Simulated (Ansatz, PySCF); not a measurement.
This PySCF input computes a r2SCAN/def2-TZVPD energy:

```python
from pyscf import gto, scf, dft

mol = gto.M(
    atom='''
    Ge   -0.10821585    0.27256027   -0.13785400
    O    -1.22851902   -0.99397578   -0.04157921
    F     1.47678438   -0.08556918    0.52710684
    ''',
    basis='def2-tzvpd',
    charge=0,
    spin=1,
    verbose=4,
)

mf = dft.UKS(mol, xc='r2scan').density_fit(auxbasis='def2-universal-jkfit')
mf.grids.level = 4
mf.conv_tol = 1e-9
mf.max_cycle = 100
mf.max_memory = 1500
mf.kernel()
if not mf.converged:
    mf = mf.newton()
    mf.kernel(mf.make_rdm1())
for _ in range(2):
    mo, _, stable, _ = mf.stability(return_status=True)
    if stable:
        break
    mf.kernel(mf.make_rdm1(mo, mf.mo_occ))
mf.analyze()
```

Q: Write an input for the same energy in Ansatz (a quantum-chemistry and plane-wave program) and say what it gives.

A: 
Ansatz 0.2 input:
```yaml
crystal:
  periodic: [false, false, false]
  atoms:
    - {symbol: Ge, position_ang: [-0.10821585, 0.27256027, -0.13785400]}
    - {symbol: O, position_ang: [-1.22851902, -0.99397578, -0.04157921]}
    - {symbol: F, position_ang: [1.47678438, -0.08556918, 0.52710684]}
basis:
  gaussian:
    orbitals: def2-TZVPD
hamiltonian:
  xc: {name: r2SCAN}
magnetization: {spin_polarized: true, initial_magnetization: 1}
output: {forces: true}
```
It gives -2252.05448 Eh, and PySCF -2252.05458 Eh, a difference of 0.10 mEh, from the treatment of integrals and grids.

It need not be the lowest isomer of its formula.
